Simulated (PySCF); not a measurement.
Does the answer move with the share of exact exchange?

Species: CH10BPSi.
SMILES: `[SiH3]C[BH2-][PH3+]`

Torsions of this conformer, `[SiH3:1][CH2:2][BH2-:3][PH3+:4]`: Si1–C2–B3–P4 180°.

PySCF, pcSseg-2 basis, density fitting, gas phase, PBE0-D3(BJ)/def2-SVP geometry. One functional is left out:

```
functional  exact exchange (%)  HOMO energy (eV)  LUMO energy (eV)  dipole moment (D)
     B97-D                   0             -6.65             -0.78              4.877
      BLYP                   0             -6.55             -0.83              4.833
      BP86                   0             -6.77             -0.93              4.867
       LDA                   0             -6.77             -1.04              4.884
      OPBE                   0             -6.65             -0.78              4.894
       PBE                   0             -6.68             -0.89              4.865
     B3LYP                  20             -7.63             -0.38              4.976
      PBE0                  25             -7.82             -0.09              5.037
  mPW1PW91                  25             -7.85             -0.10              5.037
 BHandHLYP                  50             -8.90              0.50              5.132
```

**Question.** Predict the row of B97-2 (21 % exact exchange) by straight lines through the other rows, and check it.

**Answer.** 
| property | line | computed | computed − line | B3LYP (20 %), for comparison |
| --- | --- | --- | --- | --- |
| HOMO energy (eV) | -7.63 | -7.58 | +0.05 | -7.63 |
| LUMO energy (eV) | -0.28 | -0.08 | +0.20 | -0.38 |
| dipole moment (D) | 4.991 | 5.022 | +0.031 | 4.976 |

**Question.** Which of these properties follows the share of exact exchange most closely, and which least?

**Answer.** Most closely the HOMO energy, least the dipole moment; the correlations over the tabulated rows are HOMO energy -0.996, LUMO energy 0.985, dipole moment 0.977. The HOMO energy moves by -0.451 eV for every 10 %. Functionals with the same share still differ in their other parts: at 0 % BLYP and BP86 differ by 0.22 eV in it.
